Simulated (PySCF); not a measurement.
Question: What does the GFN2-xTB structure of `[CH2]C(C)(C)C#CC` [radical] look like in three dimensions? (Doublet state.)

Answer: 
```xyz
18
C7H11 angstrom
C     -0.6741    0.5854    1.4121
C     -0.8095    0.0053    0.0542
C     -1.3152   -1.4422    0.0991
C     -1.7087    0.8632   -0.8446
C      0.5606    0.0230   -0.4723
C      1.7046    0.0684   -0.8339
C      3.0718    0.1066   -1.3084
H     -0.6475    1.6506    1.5392
H     -0.3576   -0.0336    2.2295
H     -1.3390   -1.8665   -0.9025
H     -2.3193   -1.4705    0.5171
H     -0.6613   -2.0533    0.7172
H     -1.7315    0.4572   -1.8536
H     -1.3359    1.8838   -0.8917
H     -2.7215    0.8793   -0.4476
H      3.4417   -0.9065   -1.4658
H      3.1272    0.6526   -2.2502
H      3.7067    0.6035   -0.5742
```

Orientation and origin are arbitrary. Atoms count from 1 in this order. The C–C distances run from 1.201 Å (C5≡C6, drawn triple) to 1.534 Å (C2–C3, drawn single), a spread of 0.333 Å. C1 (carbon bonded to C and 2 H) is almost planar (angles 119.9°, 119.9° and 118.4°, sum 358.2°, 0.09 Å off the plane of its three neighbours).

Bonds between heavy atoms (Å): C1–C2 1.483, C2–C3 1.534, C2–C4 1.534, C2–C5 1.468, C5≡C6 1.201, C6–C7 1.448.

The geometry is computed with GFN2-xTB (gas phase). This method treats the open shell by occupation alone, without spin polarisation.

Point group: near Cs, missed by 0.15 Å at most; the miss may be what the optimiser left on a soft mode. Not checked by GFN2-xTB frequencies. Torsions: H–C1–C2–C3 -160° and 35°.

One conformer stands for the species.
